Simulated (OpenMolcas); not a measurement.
# Computed transition rates of Fe4+

```
Program             : OpenMolcas 26.06
Method              : MS-CASPT2, IPEA 0.25 Eh, imaginary shift 0.1 Eh (closed shells correlated: 3s 3p)
Basis               : ANO-RCC-VTZP [6s5p3d2f1g]
Scalar Hamiltonian  : DKH2, point nucleus
Active space        : 4 electrons in 5 orbitals (3d)
State averaging     : 2S+1 = 5 even, 5 roots; 2S+1 = 3 even, 45 roots kept (CI in the orbitals of an earlier block); 2S+1 = 1 even, 50 roots kept (CI in the orbitals of an earlier block)
Spin-orbit coupling : RASSI with atomic mean-field integrals over the reference wave functions, term energies averaged over their components
```

Rates come from the transition moments of the reference wave functions (E1 and E2 in the length form). At fixed line strength A goes as λ^-3 for E1 and M1 and as λ^-5 for E2, so a rate at the computed wavelength can be rescaled to the measured one. Measured vacuum wavelengths follow from level energies in Corliss and Sugar, J. Phys. Chem. Ref. Data 11, 135 (1982). Branching counts decays inside the model space alone, at computed energies, and the table is only a selection of the E2 and M1 lines, drawn from those between levels with measured partners whose computed energy lies within a factor of 1.5 of the measured one.

```tsv
Upper	Lower	Type	λ computed (nm)	λ measured (nm)	A computed (s-1)	A rescaled (s-1)	Branching %
3d4 5D1	3d4 5D0	M1	64830	70370	1.99e-04	1.56e-04	100.0
3d4 5D2	3d4 5D1	M1	33580	36340	1.50e-03	1.18e-03	100.0
3d4 3H5	3d4 3H4	M1	29220	34080	1.05e-03	6.62e-04	98.6
3d4 3H6	3d4 3H5	M1	26540	33050	1.19e-03	6.16e-04	98.8
3d4 5D3	3d4 5D2	M1	23540	25920	3.56e-03	2.67e-03	100.0
3d4 5D4	3d4 5D3	M1	18710	20850	4.13e-03	2.98e-03	100.0
3d4 1I6	3d4 3H6	M1	793.2	834.5	1.83e-01		56.4
3d4 1I6	3d4 3H5	M1	770.2	813.9	1.41e-01		43.5
3d4 1S0(1)	3d4 3P1(1)	M1	634.2	682.1	1.91e+00		99.9
3d4 1D2(1)	3d4 3F3(1)	M1	482.8	514.2	5.67e-01		37.9
3d4 3H4	3d4 5D4	M1	410.5	422.8	4.97e-03		83.6
3d4 3P0(1)	3d4 5D1	M1	404.1	418.2	1.71e+00		100.0
3d4 3P1(1)	3d4 5D2	M1	393.9	407.2	1.32e+00		88.6
3d4 3P2(1)	3d4 5D3	M1	376.6	389.6	8.88e-01		89.9
3d4 3F4(1)	3d4 5D4	M1	376.2	389.2	9.54e-01		81.8
3d4 3F3(1)	3d4 5D3	M1	371.1	384	5.57e-01		65.4
3d4 3F2(1)	3d4 5D2	M1	366.6	379.6	2.40e-01		56.4
3d4 1G4(2)	3d4 1I6	E2	285.6	296.1	3.43e+00	2.86e+00	60.0
3d4 3D3	3d4 5D4	M1	273	282.9	4.62e-01		59.0
3d4 3D2	3d4 5D1	M1	263	273.1	2.39e-01		36.6
3d4 3F4(2)	3d4 3H6	E2	261.8	272.4	2.80e+00	2.30e+00	36.4
3d4 3P0(2)	3d4 3P2(1)	E2	261.1	270.6	1.50e+00	1.25e+00	35.4
3d4 3F2(2)	3d4 3H4	E2	256.2	267.5	2.97e+00	2.39e+00	35.9
3d4 1D2(2)	3d4 1G4(1)	E2	169	174.7	2.80e+01	2.37e+01	66.8
3d4 1S0(2)	3d4 1D2(1)	E2	129.4	133.6	5.09e+01	4.34e+01	82.8
```

Spin-changing lines and M1 lines between different terms are not rescaled, since their strength hangs on the term gaps too.

The largest correction is for 3d4 3H6 → 3d4 3H5 (M1): 1.19e-03 × (26540 / 33050)^3 = 6.16e-04 s-1, a factor of 0.52.

The computed rate and branching of 3d4 5D1 → 3d4 5D0 give the upper level a radiative lifetime of 1.000 / 1.99e-04 s-1 = 5.03e+03 s, counting decays inside the model space alone. The rescaled rate gives about 6.4e+03 s.

The computed order of these levels differs from the measured one in 1 place, and where term gaps are wrong the rates of spin-changing lines can be off by large factors.

These are rates of the free ion; in crystals, glasses and complexes forced electric-dipole and non-radiative decay shorten such lifetimes by orders of magnitude. No measured rate stands beside these. Rescaling mends the energy factor alone: line strengths can still be far off where a level mixes with configurations outside the active space, and weak or spin-changing lines hang on small mixing coefficients that depend on the term gaps too, so rescaling need not improve them.

CASPT2 breaks the degeneracy within a term, and the mean is taken; among the terms shown or strongly mixed into the levels shown the widest spread is 970 cm-1 (3d4 1I). Terms from blocks run as CI alone lack orbitals of their own. The CASPT2 spread within a term exceeds the gap to the next term for 3d4 3D and 3d4 1G(1), 3d4 1G(1) and 3d4 1I, 3d4 3P(2) and 3d4 3F(2), so the order of their levels is uncertain, and so are names and mixing where such terms share a J. Measured partners are found by configuration, term and J. A level has none where our copy of the source lacks it or the pairing is in doubt (some pairs that miss far off the trend of their configuration count as doubtful). Only configurations of the active space appear.

A number in round brackets counts repeated terms of one configuration in the order of the reference energies.
